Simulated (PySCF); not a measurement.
BiI3 (SMILES [I][Bi]([I])[I]), singlet, at a GFN2-xTB geometry (such geometries of metal compounds can be far from the true shape) (core potentials on Bi, I); PySCF with CAMB3LYP/def2-SVP.

PySCF was given this input:
```python
from pyscf import gto, scf, dft

mol = gto.Mole()
mol.atom = '''
    Bi   -0.00303733   -0.01332568    0.92117636
    I     0.41268267   -2.36086336   -0.51376290
    I     1.84681524    1.54675341   -0.45250688
    I    -2.25474133    0.83497847   -0.47632715
'''
mol.basis = 'def2-svp'
mol.ecp = {'Bi': 'def2-svp', 'I': 'def2-svp'}
mol.verbose = 4
mol.build()

mf = dft.RKS(mol)
mf.xc = 'camb3lyp'
mf.kernel()
```

What the program printed (banner, timings and long lists left out):

```
PySCF version 2.14.0

[INPUT] verbose = 4
[INPUT] num. atoms = 4
[INPUT] num. electrons = 98
[INPUT] charge = 0
[INPUT] spin (= nelec alpha-beta = 2S) = 0
[INPUT] symmetry False subgroup None
[INPUT] Mole.unit = angstrom
[INPUT] Symbol           X                Y                Z      unit          X                Y                Z       unit  Magmom
[INPUT]  1 Bi    -0.003037330000  -0.013325680000   0.921176360000 AA   -0.005739721850  -0.025181885624   1.740771032824 Bohr   0.0
[INPUT]  2 I      0.412682670000  -2.360863360000  -0.513762900000 AA    0.779857222654  -4.461385167920  -0.970871173962 Bohr   0.0
[INPUT]  3 I      1.846815240000   1.546753410000  -0.452506880000 AA    3.489975006273   2.922940327137  -0.855114072681 Bohr   0.0
[INPUT]  4 I     -2.254741330000   0.834978470000  -0.476327150000 AA   -4.260843595438   1.577880628208  -0.900127859195 Bohr   0.0

nuclear repulsion = 566.394426738176
number of shells = 40
number of NR pGTOs = 244
number of NR cGTOs = 104
basis = def2-svp
ecp = {'Bi': 'def2-svp', 'I': 'def2-svp'}

******** <class 'pyscf.dft.rks.RKS'> ********
method = RKS
initial guess = minao
damping factor = 0
level_shift factor = 0
DIIS = <class 'pyscf.scf.diis.CDIIS'>
diis_start_cycle = 1
diis_space = 8
diis_damp = 0
SCF conv_tol = 1e-09
SCF conv_tol_grad = None
SCF max_cycles = 50
direct_scf = True
direct_scf_tol = 1e-13
XC library pyscf.dft.libxc version 7.1.2
    S. Lehtola, C. Steigemann, M. J. T. Oliveira, and M. A. L. Marques,  SoftwareX 7, 1–5 (2018)
XC functionals = camb3lyp
    T. Yanai, D. P. Tew, and N. C. Handy,  Chem. Phys. Lett. 393, 51 (2004)
radial grids:
    Treutler-Ahlrichs [JCP 102, 346 (1995); DOI:10.1063/1.469408] (M4) radial grids

becke partition: Becke, JCP 88, 2547 (1988); DOI:10.1063/1.454033
pruning grids: <function nwchem_prune>
grids dens level: 3
symmetrized grids: False
atomic radii adjust function: <function treutler_atomic_radii_adjust>
small_rho_cutoff = 0
Set gradient conv threshold to 3.16228e-05
Initial guess from minao.
tot grids = 89320
init E= -985.225045083294
  HOMO = -1.94976643223457  LUMO = -1.72400796158785  gap/eV = 6.14320
cycle= 1 E= -1104.09737388899  delta_E= -119  |g|= 4.71  |ddm|= 19.3
  HOMO = 0.00463565425860187  LUMO = 0.0750051067172608  gap/eV = 1.91485
cycle= 2 E= -1106.18667455528  delta_E= -2.09  |g|=  2.9  |ddm|= 12.2
  HOMO = -0.310001982047843  LUMO = -0.0705245746477994  gap/eV = 6.51651
cycle= 3 E= -1107.76242619484  delta_E= -1.58  |g|= 0.458  |ddm|= 4.28
  HOMO = -0.307992740098401  LUMO = -0.0962969484929959  gap/eV = 5.76054
cycle= 4 E= -1107.8140049199  delta_E= -0.0516  |g|= 0.258  |ddm|= 1.18
  HOMO = -0.312665625638453  LUMO = -0.065501150304323  gap/eV = 6.72569
cycle= 5 E= -1107.83750954308  delta_E= -0.0235  |g|= 0.0525  |ddm|= 0.465
  HOMO = -0.316330277047275  LUMO = -0.0715525624962519  gap/eV = 6.66074
cycle= 6 E= -1107.8384942008  delta_E= -0.000985  |g|= 0.00801  |ddm|= 0.0815
  HOMO = -0.316682129264459  LUMO = -0.0711942392743694  gap/eV = 6.68007
cycle= 7 E= -1107.83853437635  delta_E= -4.02e-05  |g|= 0.00181  |ddm|= 0.0245
  HOMO = -0.316600323868169  LUMO = -0.0711171704775726  gap/eV = 6.67994
cycle= 8 E= -1107.83853806029  delta_E= -3.68e-06  |g|= 0.000528  |ddm|= 0.00844
  HOMO = -0.316612510762372  LUMO = -0.0711027890660052  gap/eV = 6.68066
cycle= 9 E= -1107.83853842805  delta_E= -3.68e-07  |g|= 0.000129  |ddm|= 0.00314
  HOMO = -0.316625433171975  LUMO = -0.0711087662338592  gap/eV = 6.68085
cycle= 10 E= -1107.83853845123  delta_E= -2.32e-08  |g|= 2.17e-05  |ddm|= 0.000833
  HOMO = -0.316626010812102  LUMO = -0.0711096267036844  gap/eV = 6.68084
cycle= 11 E= -1107.8385384521  delta_E= -8.65e-10  |g|= 6.86e-06  |ddm|= 0.000144
  HOMO = -0.316626302788164  LUMO = -0.0711081982890986  gap/eV = 6.68089
Extra cycle  E= -1107.83853845216  delta_E= -5.84e-11  |g|= 5.37e-06  |ddm|= 3.16e-05
converged SCF energy = -1107.83853845216
```
